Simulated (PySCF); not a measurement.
# Computed records: C2H4AlO

All values are calculated (PySCF 2.14.0). Calculation on a computer-drawn molecule: optimised geometry and harmonic frequencies of an isolated molecule of the commonest isotopes, restricted reference for singlets and unrestricted otherwise, frozen core in MP2.

### C2H4AlO

Start structure:
```xyz
8
C2H4AlO
C     -0.9600    -0.9886     0.9333
C     -0.6808     0.3419     1.2395
Al    -2.2236     1.4400     2.2607
O     -3.4285     2.2974     3.0213
H     -0.8524    -1.7873     1.7032
H     -1.4356    -1.1433    -0.0059
H      0.0931     0.4589     2.0332
H     -0.4628     0.9829     0.4007
```

Here we set charge 0, multiplicity 2, method HF and basis cc-pV(D+d)Z.

It finds rotational constants 25.81, 2.834, 2.642 GHz; total energy -394.7848 hartree; spin squared 0.766; convergence status largest gradient component 4.187e-05 hartree/bohr.

Drawn bonds:
```csv
atom,other atom,order
1,2,1
2,3,1
3,4,2
1,5,1
1,6,1
2,7,1
2,8,1
```

Optimised structure:
```xyz
8
C2H4AlO
C     -1.0202    -0.9521     0.9647
C     -0.6618     0.4561     1.3169
Al    -2.1602     1.3780     2.2027
O     -3.3780     2.0844     2.9078
H     -0.9535    -1.7354     1.7094
H     -1.5717    -1.1648     0.0574
H      0.1938     0.4963     1.9976
H     -0.3989     1.0394     0.4295
```

Modes:
```csv
frequency (cm⁻¹),reduced mass (dalton)
121.9,5.274
174.3,2.8
263.9,1.272
284.8,7
459.3,1.342
576.1,4.533
672.6,1.266
959.3,1.109
1098,3.914
1187,1.363
1207,7.895
1329,1.239
1523,1.093
1564,1.163
3173,1.058
3228,1.103
3287,1.051
3399,1.12
```
